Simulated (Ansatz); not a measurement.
Al4H (the lowest doublet isomer of a short search) was relaxed with PBE0-D4 (def2-SVP) in Ansatz in these states: neutral doublet, neutral quartet. The geometries follow in no particular order.

A:

```xyz
5

Al   -0.414    0.430    1.871
Al    0.342   -0.348   -1.902
Al    1.051    1.372   -0.072
Al   -1.491   -0.869   -0.120
H     0.512   -0.586    0.223
```

B:

| atom | x (Å) | y (Å) | z (Å) |
| --- | --- | --- | --- |
| Al1 | -1.1429 | -1.8633 | -0.2064 |
| Al2 | 0.8832 | 1.9587 | 0.4516 |
| Al3 | -0.3149 | 0.4012 | -1.3605 |
| Al4 | 1.1265 | -0.6994 | 0.5942 |
| H5 | -0.5519 | 0.2028 | 0.5211 |

Q: Judge from the bond lengths which geometry belongs to which state (an estimate).

A: A is the neutral doublet (Al1–Al4 2.609 Å, Al2–Al4 2.609 Å, Al2–Al3 2.610 Å); B is the neutral quartet (Al1–Al4 2.673 Å, Al2–Al4 2.673 Å, Al2–Al3 2.673 Å).

At PBE0-D4/def2-TZVP a doublet lies 0.18 eV below the neutral quartet. These are the stationary points nearest to one start from a short search; other shapes may lie lower in each state.
